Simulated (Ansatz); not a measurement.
Input for Ansatz (an electronic-structure program): R-CCSD(T)/cc-pV(D+d)Z on H4P2 (SMILES PP), a point of a torsion scan. Files ending in .json are basis or fitting sets from the Basis Set Exchange.

Ansatz 0.2 input:
```yaml
crystal:
  periodic: [false, false, false]
  atoms:
    - {symbol: P, position_ang: [-1.04098724, -0.30775965, -0.60303857]}
    - {symbol: P, position_ang: [1.09270353, -0.17993905, -0.26279273]}
    - {symbol: H, position_ang: [-1.36753485, 1.01921331, -0.33456043]}
    - {symbol: H, position_ang: [-1.32391073, -0.70003087, 0.70306440]}
    - {symbol: H, position_ang: [1.16353963, 1.17121350, 0.06756089]}
    - {symbol: H, position_ang: [1.38809264, 0.07361059, -1.60006745]}
basis:
  gaussian:
    orbitals: cc-pV_D+d_Z.json
magnetization: {spin_polarized: false}
correlation: {method: ccsd_t, electrons: outside_noble_gas}
scf: {lower_state_search: off}
```

Program output:

```
WARN ansatz: RAYON_NUM_THREADS=1 ignored (pool sized by the plan → 1); use --threads N
Functional definition: HF
these checks for a lower state are left out or cut short: stability, starts, cluster_reference, orbital_swaps, neighbouring_geometries, increment
integrals: 0.04 GiB planned
629 factors; integrals over basis functions are off by at most 1.2e-3 eV
mean field: 0.12 GiB planned
mean field evaluation 1: about -18606.2815 eV, gradient 1.2e1 eV
mean field evaluation 2: about -18606.3186 eV, gradient 1.2e1 eV
mean field evaluation 4: about -18607.1662 eV, gradient 1.2e0 eV
mean field evaluation 8: about -18607.1757 eV, gradient 1.5e-3 eV
mean field -18607.17570203 eV, -683.8010946531 hartree, gradient 3.0e-6 eV, S^2 0.000000; 0 other end points of the search recorded, 0 dependent functions left out
10 core orbitals not correlated
reference -18607.17570203 eV, -683.8010946531 hartree; 7, 7 occupied and 49, 49 virtual orbitals, 629 factors
second order -6.83288287 eV of doubles, -0.00000000 eV of singles
coupled cluster: 0.12 GiB planned
cycle   1  -7.73174617 eV  change   -9.0e-1 eV  update   7.3e-2
cycle   2  -8.05609022 eV  change   -3.2e-1 eV  update   2.5e-2
cycle   3  -8.07497558 eV  change   -1.9e-2 eV  update   6.3e-3
cycle   4  -8.07344607 eV  change    1.5e-3 eV  update   2.2e-3
cycle   5  -8.07285348 eV  change    5.9e-4 eV  update   7.5e-4
cycle   6  -8.07278525 eV  change    6.8e-5 eV  update   2.5e-4
cycle   7  -8.07281775 eV  change   -3.3e-5 eV  update   7.4e-5
cycle   8  -8.07282223 eV  change   -4.5e-6 eV  update   2.1e-5
cycle   9  -8.07281797 eV  change    4.3e-6 eV  update   6.1e-6
perturbative correction -0.23536505 eV, -0.0086495061 hartree
Total energy: -18615.48388505 eV, -684.1064147475 hartree
Checks for a lower state left out: stability, starts, cluster_reference, orbital_swaps, neighbouring_geometries, increment
```

The run converged.

Cost: about 1.7 core-seconds (a rough figure).
